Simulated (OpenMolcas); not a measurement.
## Ru3+: moving or changing the point charges

Ru3+ among 6 point charges of -1.7 e arranged as an octahedron (Oh), 2.13 Å from the ion.

```yaml
Program: OpenMolcas 26.06
Method: CASSCF
Basis: ANO-RCC-VDZP [6s5p3d1f]
Scalar_Hamiltonian: DKH2, point nucleus
Active_space: 5 electrons in 5 orbitals (4d)
State_averaging: 2S+1 = 6 even, 1 root; 2S+1 = 4 even, 24 roots; 2S+1 = 2 even, 75 roots
Spin-orbit_coupling: state interaction with AMFI integrals over the reference wave functions
```

Runs around this geometry, states (labels of O, the rotations of Oh). Energies in cm-1 above the lowest state or level, χT in cm3 K/mol; 10Dq and B are least-squares fits to the states below 45000 cm-1, weighted by degeneracy, with a free offset, and given where the rms deviation is under 5 % of |10Dq| (or 100 cm-1) and under 700 cm-1.

| R (Å) | q (e) | Ground state | 10Dq | B (rms of fit) | First gap with spin-orbit (degeneracies) | χT at 300 K | First state of another spin |
| --- | --- | --- | --- | --- | --- | --- | --- |
| 2.13 | -0.85 | 6A1 | 3234 | 926 (53) | 0.1 (2, 4) | 4.373 | 4T1 25663 |
| 2.04 | -1.7 | 6A1 | 8074 | 893 (161) | 0.4 (2, 4) | 4.370 | 4T1 21348 |
| 2.13 | -1.7 | 6A1 | 6651 | 892 (135) | 0.3 (2, 4) | 4.371 | 4T1 22743 |

Taking |10Dq| as R^-n, n = -ln(6651 / 8074) / ln(2.13 / 2.04) = 4.5 between the shortest and longest distance. The point-charge formula for a cubic d site gives n = 5.

Scaling the charges by -0.85 / -1.7 = 0.50 scales |10Dq| by 3234 / 6651 = 0.49; with fixed orbitals a first-order splitting would follow the charge.

Without dynamic correlation the repulsion within the d shell is too large (B by tens of per cent), so at a given field states of lower spin stand too high. Point charges give a weaker field than real ligands, and real ions of this kind are as a rule low spin; the high spin found here belongs to the model. This field is weak: 10Dq is about 3234 cm-1, while octahedral complexes of 4d ions of charge 3 and more, computed by the same method with explicit ligands, had a median near 25000 cm-1. Ground spin and moment need not be those of a real site (figures for R = 2.13, q = -0.85; the like holds for R = 2.04, q = -1.7, R = 2.13, q = -1.7). Point charges carry no covalency, so the field is a model and not that of real ligands. No measured value stands beside these numbers.
